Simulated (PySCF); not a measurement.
Structure from NMR data

An unknown has the formula C$_{8}$H$_{13}$NSi. Its calculated NMR data are:

$^{1}$H NMR (500 MHz, computed): δ 7.69 (s, 1H), 7.39 (t, 1H), 4.62 (m, 2H), 3.85 (s, 3H), 2.72 (m, 2H), 2.59 (m, 1H), 1.89 (m, 1H), 1.72 (m, 2H).

$^{13}$C{$^{1}$H} NMR (computed): δ 173.6 (C), 165.1 (CH), 125.0 (CH), 52.1 (CH3), 40.9 (CH), 37.1 (CH2, 2C), 17.4 (CH).

- GIAO PBE0/pcSseg-1 shieldings
- geometry: GFN2-xTB
- program: PySCF 2.14
- isolated molecule, one conformer, one averaged value for each set of equivalent atoms, relativity neglected

Scale: $^{1}$H (σref 31.72) and $^{13}$C (σref 186.93) against TMS (reference shieldings calculated alike).

Task: Which candidate is it?
A. C[Si](C)(C)c1cccnc1
B. CC#C[C@]1(N2CC2)CC[SiH2]1
C. C/N=C/C1=C[SiH2][C@H]2C[C@@H]1C2
D. C[Si](C)(C)c1ccncc1
E. CCC/C=C/C(C#N)=C/[SiH3]

Result: C. 

Rings plus π bonds: 4 (2 rings in the answer). 7 carbon signals for 8 carbons: some carbons are equivalent by symmetry or fast rotation. Carbon types of the structure: 1 × C, 4 × CH, 2 × CH2, 1 × CH3, leaving 2 H on heteroatoms. δC 173.6: fully substituted alkene carbon. δC 165.1: C=N carbon. δC 125.0: alkene CH; an sp2 carbon of a C=C bond. δC 37.1: sp3 CH2 in a ring; a saturated carbon with 2 carbon neighbours and no heteroatom attached. δH 3.85: hydrogen on a methyl carbon bonded to N; its carbon carries N, an electronegative neighbour.

The others: CCC/C=C/C(C#N)=C/[SiH3] would give 8 carbon signals, not 7; C[Si](C)(C)c1ccncc1 would give 4 carbon signals, not 7; CC#C[C@]1(N2CC2)CC[SiH2]1 would give 9 signals for carbon-bound and other non-exchanging H, not 8; C[Si](C)(C)c1cccnc1 would give 6 carbon signals, not 7.

Shifts are as computed. Against solution values, carbons near 30 ppm lie about +3 ppm off and those near 130 ppm about +5 ppm. Of 1309 compounds with measured shifts, 239 miss one by over three times the rms of a fit or turn the order of signals round; such compounds aren't used in these exercises. Multiplicities follow the n + 1 count of equivalent neighbours, as no J values were calculated; m marks all less simple cases, F and P coupling included.
